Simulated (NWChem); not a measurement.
# CH2ClFO2Si; SMILES O=CO[Si@@H](F)Cl

```xyz
8

O      0.7958    -2.2123    -0.3933
C     -0.0672    -2.0629     0.4203
O     -0.7491    -0.9234     0.5917
Si    -0.4581     0.4242    -0.3844
F     -1.6396     1.4291     0.0300
Cl     1.3168     1.2783     0.1132
H     -0.4141    -2.8404     1.1309
H     -0.5582     0.1154    -1.8180
```
Atoms are numbered in this order, from 1.

Level: PBE0/def2-SVP (NWChem), optimised geometry, unscaled harmonic frequencies. 

### Question
List the harmonic frequencies with IR intensities, and the thermochemistry.

### Answer
```csv
frequency (cm⁻¹),IR intensity (km/mol)
65,1.6
110,4.8
163,7.6
244,9.8
264,7.6
348,37.4
584,87.1
728,4.8
789,110.2
827,270.2
839,26.8
955,203.0
1056,0.1
1242,469.9
1395,4.1
1876,273.2
2365,60.9
3087,49.9
```

```yaml
zero_point_energy: 24.2 kcal/mol
thermal correction to the enthalpy at 298.15 K (with zero-point energy): 29.1 kcal/mol
heat capacity Cv: 21.6 cal/(mol K)
entropy at 298.15 K and 1 atm (symmetry number 1): 84.8 cal/(mol K)
dipole_moment: 1.09 D
```

Rigid rotor and harmonic oscillator; modes under 100 cm⁻¹ make the entropy uncertain.
